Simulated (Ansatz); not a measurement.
One change: `[F][Al]([Cl])[Br]` becomes `[NH2][Al]([F])[Cl]`.

Ansatz, PBE0-D4/def2-TZVP geometries, multiplicity 1. Each molecule was computed in one conformer, which needn't be the lowest.

Scalar relativity is left out up to krypton. Spin–orbit coupling is left out; it splits and shifts lone-pair levels of the heavy atoms by tenths of an eV.

| property | `[F][Al]([Cl])[Br]` |
| --- | --- |
| HOMO–LUMO gap (PBE/def2-TZVPP) / eV | 5.52 |
| HOMO energy (ωB97M-V/def2-TZVPP) / eV | -11.32 |
| HOMO energy (PBE0/def2-TZVPP) / eV | -9.11 |
| HOMO–LUMO gap (B3LYP/def2-TZVPP) / eV | 7.12 |
| HOMO energy (PBE/def2-TZVPP) / eV | -7.77 |
| LUMO energy (B3LYP/def2-TZVPP) / eV | -1.69 |

**Question.** Give the same properties after the change, and the shifts. (Best estimate.)

**Answer.** Ansatz gave: 
```
                             property  `[NH2][Al]([F])[Cl]`  shift
  HOMO–LUMO gap (PBE/def2-TZVPP) / eV                  5.11  -0.41
HOMO energy (ωB97M-V/def2-TZVPP) / eV                -10.43   0.89
   HOMO energy (PBE0/def2-TZVPP) / eV                 -8.03   1.08
HOMO–LUMO gap (B3LYP/def2-TZVPP) / eV                  6.84  -0.28
    HOMO energy (PBE/def2-TZVPP) / eV                 -6.59   1.18
  LUMO energy (B3LYP/def2-TZVPP) / eV                 -0.94   0.75
```

With PBE0 the HOMO rises by 1.08 eV and the LUMO rises by 0.78 eV, so the gap narrows by about 0.30 eV. PBE moves the HOMO by 1.18 eV and ωB97M-V by 0.89 eV. The zero-point energy changes by 64.8 kJ/mol with +6 modes.

B3LYP here is the variant with VWN-RPA as its local correlation; programs differ in this.
